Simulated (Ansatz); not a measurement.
TCNQ, `N#CC(C#N)=c1ccc(=C(C#N)C#N)cc1` was relaxed with PBE-D4 (def2-SVP) in Ansatz in these states: charge -1 doublet, neutral singlet. The geometries follow in no particular order.

A:

```tsv
atom	x (Å)	y (Å)	z (Å)
N1	-3.749	-2.865	-0.454
C2	-2.638	-2.607	-0.739
C3	-1.290	-2.282	-1.077
C4	-0.622	-3.160	-1.982
N5	-0.062	-3.876	-2.728
C6	-0.649	-1.148	-0.541
C7	-1.339	-0.270	0.374
C8	-0.716	0.833	0.895
C9	0.649	1.148	0.542
C10	1.290	2.283	1.077
C11	2.637	2.607	0.738
N12	3.749	2.866	0.452
C13	0.622	3.160	1.981
N14	0.061	3.878	2.726
C15	1.340	0.269	-0.373
C16	0.716	-0.834	-0.894
H17	-2.380	-0.502	0.648
H18	-1.250	1.497	1.591
H19	2.380	0.501	-0.647
H20	1.250	-1.498	-1.590
```

B:

```csv
atom,x (Å),y (Å),z (Å)
N1,-2.2498,2.5711,3.3362
C2,-2.0935,1.5288,2.8027
C3,-1.8943,0.2841,2.1521
C4,-2.6682,-0.8146,2.6063
N5,-3.3065,-1.7376,2.9749
C6,-0.9461,0.1419,1.0750
C7,-0.1659,1.2485,0.6163
C8,0.7448,1.1119,-0.4183
C9,0.9462,-0.1419,-1.0749
C10,1.8943,-0.2841,-2.1522
C11,2.0934,-1.5288,-2.8028
N12,2.2496,-2.5711,-3.3362
C13,2.6681,0.8146,-2.6064
N14,3.3062,1.7377,-2.9751
C15,0.1660,-1.2485,-0.6161
C16,-0.7447,-1.1119,0.4184
H17,-0.2999,2.2267,1.1035
H18,1.3321,1.9820,-0.7506
H19,0.3000,-2.2268,-1.1034
H20,-1.3320,-1.9820,0.7507
```

**Question.** Judge from the bond lengths which geometry belongs to which state (an estimate).

**Answer.** A is the neutral singlet (C9–C10 1.409 Å, C3–C6 1.409 Å, C15–C16 1.370 Å); B is the charge -1 doublet (C9–C10 1.442 Å, C3–C6 1.442 Å, C15–C16 1.385 Å).
